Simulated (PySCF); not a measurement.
## Adding and removing an electron: CsCl

MN15; Cs def2-SVPD with ECP46, Cl def2-SVPD; scalar-relativistic core potentials (PySCF 2.14). Neutral (UKS): singlet (closed shell), Re = 2.987 Å, ωe = 206 cm⁻¹, De = 4.47 eV, HOMO -6.54 eV, LUMO -0.36 eV.

CsCl⁻ (UKS): doublet (σ ↑), Re = 3.140 Å, ωe = 154 cm⁻¹, De = 1.16 eV to Cs + Cl⁻. The energies at the minima are -480.13354 hartree for CsCl and -480.14759 for CsCl⁻.

**Question.** Work out the adiabatic electron affinity, without and with harmonic zero-point energies (1 hartree = 27.2114 eV, 1 eV = 8065.5 cm⁻¹), and the change of the bond length.

**Answer.** At MN15: 0.01405 hartree = 0.382 eV between the minima; the zero-point term (206.0 − 154.0)/2 cm⁻¹ = +0.003 eV makes it 0.386 eV. Re changes by +15.3 pm against the neutral. The electron enters a σ orbital; in so polar a molecule the change of length follows mostly from the change of the ionic charges.

Spin–orbit coupling is left out, which matters for elements this heavy, above all for dissociation energies. For an ion De counts to the pair picked by the measured ionisation energies or electron affinities, which need not be the lowest pair at this level. The highest Kohn–Sham level is positive in this anion. Much of that is self-interaction error, but it also means that the finite basis helps to hold the extra electron. States were picked by a PBE0 search and need not be the measured ground states.
